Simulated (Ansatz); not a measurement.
C2H6OZn, singlet, at a GFN2-xTB geometry (such geometries of metal compounds can be far from the true shape). Base run: B3LYP/6-31G* (Ansatz, a quantum-chemistry and plane-wave program).

The Ansatz input:
Ansatz 0.2 input:
```yaml
crystal:
  periodic: [false, false, false]
  atoms:
    - {symbol: Zn, position_ang: [0.51336456, 0.04268395, 0.35947764]}
    - {symbol: C, position_ang: [-0.18985124, -1.05497978, -1.17737509]}
    - {symbol: C, position_ang: [-1.57289452, -0.53229609, -1.54371968]}
    - {symbol: H, position_ang: [-0.25714403, -2.10520493, -0.90394124]}
    - {symbol: H, position_ang: [0.46664509, -0.98835194, -2.04136197]}
    - {symbol: H, position_ang: [-1.53274000, 0.50864029, -1.85911762]}
    - {symbol: H, position_ang: [-2.26093044, -0.60806788, -0.70373102]}
    - {symbol: H, position_ang: [-1.98257239, -1.11857733, -2.36859514]}
    - {symbol: O, position_ang: [0.03734617, 1.34267470, 1.41084832]}
    - {symbol: H, position_ang: [0.44351018, 1.81330083, 2.13219997]}
basis:
  gaussian:
    orbitals: 6-31G*
hamiltonian:
  xc: b3lyp
```

The base run was repeated with changes; each row names its change, and settings that it needs were set with it.

| change | ΔE vs base (mEh) |
|---|---|
| base | 0.000 |
| lower_state_search = off | 0.000 |
| final_grid = 6, 12, 29 | -0.004 |
| lower_state_search = full | 0.000 |
| lower_state_search = light | 0.000 |
| final_grid = 14, 28, 59 | 0.000 |
| nuclear_model = gaussian | ? |
| point_charge = charge:1.0 position_ang:-3.8672, -1.6723, 4.974 | -2.884 |
| accuracy = high | 0.001 |
| point_charge = charge:-1.0 position_ang:-3.8786, 1.0593, 4.9851 | 3.282 |
| final_grid = 10, 20, 41 | 0.000 |

Question: Complete the blanks.

Answer: 
- nuclear_model = gaussian, ΔE vs base (mEh): 5.986
